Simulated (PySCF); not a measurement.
Gas-phase reaction: 4 GaH + 2 HF → 2 GaF + Ga2H6. Level: ωB97M-V/def2-TZVP†; standard pressure 1 bar.

Method: PySCF energies plus ideal-gas RRHO corrections (1 bar). † marks an energy on the PBE0/def2-TZVP geometry and frequencies. All species are closed-shell singlets. Ga: all electrons, no relativistic terms. GaH, Ga2H6: computed as isolated molecules; such fragments, hydroxides, amides, oligomers or adducts are transient or little studied in the gas. The harmonic model lacks anharmonicity and excited electronic states, which grow with temperature; levels with a mode under 35 cm⁻¹ are left out.

```
T (K)  1000/T (1/K)  log10 K
-----  ------------  -------
500          2.0000    44.15
600          1.6667    33.33
800          1.2500    19.84
1000         1.0000    11.81
1200         0.8333     6.50
1400         0.7143        ?
```

Task: Fit log10 K = a + b·(1000/T) to the five rows, get the mean ΔH° and ΔS°, and predict log10 K at 1400 K.

Result: Means: 1000/T = 1.3500, log10 K = 23.126. Sums of products about the means: Sxy = 29.77706, Sxx = 0.922278, so b = Sxy/Sxx = 32.29 and a = 23.126 − (32.29)×1.3500 = -20.47.
ΔH° = −R ln 10 × 1000 K × b = −19.145 × (32.29) = -618 kJ; ΔS° = R ln 10 × a = -392 J/K. The run's own values go from -622 kJ and -399 J/K at 500 K to -599 kJ and -375 J/K at 1400 K.
Prediction at 1400 K: -20.47 + (32.29)×0.7143 = 2.59. The computed value is 2.75, 0.16 from the line.
For scale, ΔH°(298 K) is -620 kJ at this level, -656 kJ at ωB97X-V/def2-TZVP†, and runs from -742 to -536 kJ over the 19 levels computed.
